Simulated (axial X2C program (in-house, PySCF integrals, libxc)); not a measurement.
**Potential curves of CoBr⁺, scalar-relativistic**

Computed with an in-house all-electron X2C program for linear molecules (integrals from PySCF). Spin-free means the one-electron spin-free X2C Hamiltonian. Basis: Br dyall-cv3z [8s9p6d4f1g], Co dyall-cv3z [9s10p6d3f2g] (cores contracted in-house); Gaussian nuclei, density fitting, unrestricted open shells. Masses: Br 78.918 u, Co 58.933 u.

State: M_S = 3/2, Λ = 2 (beyond evenly filled blocks: π+α, π-α, δ+α, δ+β, δ-α). Energies in cm⁻¹ from the fragments at the same level (Br + Co+). Fits are polynomials in 1 − R0/R over 0.85 to 1.23 times the lowest point R0.

```csv
R (Å),B3LYP
2.0219,-20201
2.0865,-21328
2.1510,-21713
2.2263,-21461
2.3016,-20657
2.3984,-19076
```

The state is a single determinant with fixed occupations, the lowest that a limited PBE0 search found. De is counted from the lowest determinant-based energies of the atoms at the same level, without counterpoise correction. Other states lie close and PBE0, whose exact exchange favours high spin, may order them wrongly; the determinant shown need not be the ground state. The nearest other spin-free determinant of the search, M_S = 3/2, Λ = 3, lies 0.13 eV up at the distance of the search. The functionals have no current-density term, which raises determinants with orbital currents, atoms included. Spin-free De lacks the spin–orbit lowering of the heavy p-block atom, a tenth of an eV or more for 4p and 5p, up to an eV for 6p and one to two eV for 7p atoms, less what an open-shell molecule gains itself.

(1) Fit the B3LYP curve near its minimum: give the equilibrium distance, the harmonic wavenumber and the well depth.

Results:

(1) At B3LYP, spin-free: Re = 2.160 Å, ωe ≈ 360 cm⁻¹, De = 2.69 eV to Br + Co+; Be follows as 0.107 cm⁻¹.
